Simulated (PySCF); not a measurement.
TDDFT excited states: C8H11N

Species: C8H11N.
Structure used (PBE0-D3(BJ)/def2-SVP), in Å, numbered top down from 1:
```
atom  x, y, z in Å
N1    -2.2413    2.5523   -1.1850
C2    -1.9174    1.5086   -0.8015
C3    -1.4857    0.2068   -0.3134
C4    -0.7562    0.2549    1.0684
C5     0.5641   -0.4719    0.7814
C6     1.4492    0.4441   -0.0777
C7     0.7418    0.4269   -1.4584
C8    -0.4551   -0.5049   -1.2263
C9     0.1236   -1.5267   -0.2417
H10   -2.3890   -0.4201   -0.2401
H11   -0.6024    1.2842    1.4222
H12   -1.3517   -0.2706    1.8288
H13    1.0576   -0.8503    1.6876
H14    2.4713    0.0419   -0.1472
H15    1.5285    1.4555    0.3483
H16    0.4291    1.4255   -1.7976
H17    1.3950    0.0123   -2.2403
H18   -0.9055   -0.9026   -2.1459
H19   -0.6256   -2.2330    0.1493
H20    0.9620   -2.0988   -0.6676
```

Theory: TDDFT B3LYP/def2-SVPD, vertical, gas phase, core orbitals frozen in the response in PySCF 2.14.0, density-fitted response routines.

Problem. Predict the UV-vis stick spectrum at this level.

Solution. 

```json
{"state": "S1", "E (eV)": "7.44", "E (kJ/mol)": "718", "λ (nm)": "166.6", "f": "0.0018", "|μ| (D)": "0.25", "main configurations (H = HOMO, L = LUMO)": "H→L (31%), H-1→L (20%), H-1→L+1 (15%)"}
{"state": "S2", "E (eV)": "7.59", "E (kJ/mol)": "732", "λ (nm)": "163.4", "f": "0.0007", "|μ| (D)": "0.15", "main configurations (H = HOMO, L = LUMO)": "H→L (52%), H-1→L+1 (25%), H-1→L (14%)"}
{"state": "S3", "E (eV)": "7.70", "E (kJ/mol)": "743", "λ (nm)": "160.9", "f": "0.0039", "|μ| (D)": "0.37", "main configurations (H = HOMO, L = LUMO)": "H→L+1 (35%), H-1→L (19%), H-3→L+1 (8%)"}
{"state": "S4", "E (eV)": "7.84", "E (kJ/mol)": "757", "λ (nm)": "158.1", "f": "0.0093", "|μ| (D)": "0.56", "main configurations (H = HOMO, L = LUMO)": "H→L+2 (28%), H-1→L+1 (20%), H→L (13%)"}
{"state": "S5", "E (eV)": "8.04", "E (kJ/mol)": "776", "λ (nm)": "154.2", "f": "0.0067", "|μ| (D)": "0.47", "main configurations (H = HOMO, L = LUMO)": "H-1→L (41%), H-1→L+2 (16%), H→L+1 (10%)"}
{"state": "S6", "E (eV)": "8.08", "E (kJ/mol)": "780", "λ (nm)": "153.4", "f": "0.0022", "|μ| (D)": "0.27", "main configurations (H = HOMO, L = LUMO)": "H-2→L (80%)"}
{"state": "S7", "E (eV)": "8.37", "E (kJ/mol)": "807", "λ (nm)": "148.2", "f": "0.0054", "|μ| (D)": "0.41", "main configurations (H = HOMO, L = LUMO)": "H-3→L (33%), H→L+1 (24%), H→L+2 (15%)"}
{"state": "S8", "E (eV)": "8.41", "E (kJ/mol)": "811", "λ (nm)": "147.5", "f": "0.013", "|μ| (D)": "0.64", "main configurations (H = HOMO, L = LUMO)": "H-3→L (38%), H→L+3 (18%), H→L+1 (17%)"}
{"state": "S9", "E (eV)": "8.51", "E (kJ/mol)": "821", "λ (nm)": "145.7", "f": "0.0023", "|μ| (D)": "0.27", "main configurations (H = HOMO, L = LUMO)": "H→L+2 (28%), H-2→L+2 (14%), H→L+3 (14%)"}
{"state": "S10", "E (eV)": "8.65", "E (kJ/mol)": "834", "λ (nm)": "143.4", "f": "0.0008", "|μ| (D)": "0.15", "main configurations (H = HOMO, L = LUMO)": "H-4→L (83%)"}
```

Triplets (Tamm–Dancoff): T1 6.26 eV, H-1→L+2 (18%), H→L+1 (16%), H-1→L+1 (10%); T2 6.78 eV, H-1→L+1 (31%), H→L+2 (13%); T3 6.78 eV, H-1→L+2 (23%), H→L+1 (17%), H-1→L (12%); T4 7.43 eV, H→L (53%), H-1→L+1 (13%).

The lowest singlet lies at 7.44 eV (167 nm, vacuum ultraviolet) and is very weak; its leading configuration is HOMO→LUMO (31%). The strongest level in the table is S8 at 8.41 eV (147 nm, f = 0.013). Löwdin shares by element: HOMO carbon 31% or more, nitrogen 14% (atoms not listed hold the other 55%); LUMO hydrogen 18% or more, carbon 17% or more (atoms not listed hold the other 65%). Orbital energies (eV): HOMO-3 -9.24, HOMO-2 -8.97, HOMO-1 -8.68, HOMO -8.49, LUMO -0.03, LUMO+1 0.54, LUMO+2 0.66. Of the 10 states listed, 1 reaches f = 0.01 and none stays under 0.0005. The oscillator strengths of these states sum to 0.046; summed over the whole spectrum of an exact calculation they would give the number of electrons, 66 (Thomas–Reiche–Kuhn). The vertical ionisation energy (ΔSCF) is 10.43 eV, 1.79 eV above S10. Only the lowest 10 singlets were computed, as vertical energies without vibronic structure.
